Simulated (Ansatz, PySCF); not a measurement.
Acid–base and redox partners of N[SiH3]. All species are isolated molecules in the gas phase. One relaxed conformer stands for each flexible species; it need not be the lowest. Strings in code marks are SMILES.

Quantity: vertical detachment energy (energy after one electron is removed minus that of the parent at the parent's geometry), in eV. Levels without diffuse functions put anions too high.

Level 1: frozen-core CCSD(T)/aug-cc-pVTZ // B3LYP-D3(BJ)/def2-TZVPD (Ansatz, a program for electronic structure)
Level 2: PBE-D3(BJ)/def2-TZVPD // B3LYP-D3(BJ)/def2-TZVPD (PySCF)
Level 3: minus the HOMO energy of HF/3-21G // B3LYP-D3(BJ)/def2-TZVPD (PySCF)
Level 4: minus the HOMO energy of HF/STO-3G // B3LYP-D3(BJ)/def2-TZVPD (PySCF)

```json
[
 {"species": "`[NH-][SiH3]`", "level 1": "2.33", "level 2": "2.28", "level 3": "2.05", "level 4": "-2.80"},
 {"species": "`N[SiH2-]` (H–N–Si–H torsion 169°) (not the most acidic site)", "level 1": "1.74", "level 2": "1.60", "level 3": "1.27", "level 4": "-2.99"}
]
```
